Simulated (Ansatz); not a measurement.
Calculated with Ansatz (gas phase, PBE0-D4/def2-TZVP geometries, no zero-point term in ΔE). CBS: MP2 limit from def2 TZ/QZ plus the TZ coupled-cluster correction, frozen cores. DFT in def2-TZVPP. B3LYP here is the variant with VWN-RPA as its local correlation; programs differ in this. For Se outer-core shells are correlated without core-valence functions, which leaves a few kJ/mol of doubt a bond. Scalar relativity is left out up to krypton. One conformer a species, not always the lowest.

`BCC(O)[SiH3]` + `F[SiH2][SeH]` → `B[Se][SiH2]F` + `CC(O)[SiH3]`  (ligand exchange at a B–C bond)

```
       species  B3LYP energy (Eh)
`BCC(O)[SiH3]`         -471.26536
`F[SiH2][SeH]`        -2792.89503
`B[Se][SiH2]F`        -2818.36288
 `CC(O)[SiH3]`         -445.82907
```

(1) Work out ΔE.

Largest T1 diagnostic among the species: 0.013.

## Answers

(1) ΔE = (-2818.36288) + (-445.82907) − (-471.26536) − (-2792.89503) = -0.03156 Eh = -82.9 kJ/mol. CCSD(T)/CBS gives -87.2 kJ/mol.

In def2-TZVPP, CCSD(T) changes the Hartree–Fock value by −7.8 kJ/mol (the triples alone add −2.4 kJ/mol) and MP2 by −11.5 kJ/mol.
